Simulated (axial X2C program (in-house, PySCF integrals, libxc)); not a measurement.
## Potential curves of AsTe⁺, two-component

Computed with an axial X2C code built on PySCF integrals. Two-component (2c) means X2C with spin–orbit coupling and atomic mean-field two-electron Coulomb and Gaunt terms. Basis: Te dyall-cv3z [11s12p8d4f1g], As dyall-cv3z [9s9p6d4f1g] (cores contracted in-house); Gaussian nuclei, density fitting, unrestricted open shells. Masses: Te 129.906 u, As 74.922 u.

State: Ω = 0 (closed shell). Energies in kJ/mol from the fragments at the same level (Te+ + As). Fits are polynomials in 1 − R0/R over 0.85 to 1.23 times the lowest point R0.

```json
{"R (Å)": "1.9714", "PBEsol": "-304.45"}
{"R (Å)": "2.0621", "PBEsol": "-398.06"}
{"R (Å)": "2.1300", "PBEsol": "-438.99"}
{"R (Å)": "2.1980", "PBEsol": "-461.20"}
{"R (Å)": "2.2660", "PBEsol": "-469.00"}
{"R (Å)": "2.3453", "PBEsol": "-464.49"}
{"R (Å)": "2.4246", "PBEsol": "-449.36"}
{"R (Å)": "2.5266", "PBEsol": "-419.46"}
{"R (Å)": "2.6512", "PBEsol": "-373.61"}
{"R (Å)": "2.8325", "PBEsol": "-299.98"}
```

Occupations by symmetry block were frozen at the best pattern of an incomplete PBE0 search. The closed shell is kept restricted, so the energy runs too high when the bond is stretched far. De is counted from the lowest determinant-based energies of the atoms at the same level, without counterpoise correction.

(1) Fit the PBEsol curve near its minimum: give the equilibrium distance, the harmonic wavenumber and the well depth.

Answers

(1) At PBEsol, 2c: Re = 2.278 Å, ωe ≈ 365 cm⁻¹, De = 4.86 eV to Te+ + As; Be follows as 0.0684 cm⁻¹.
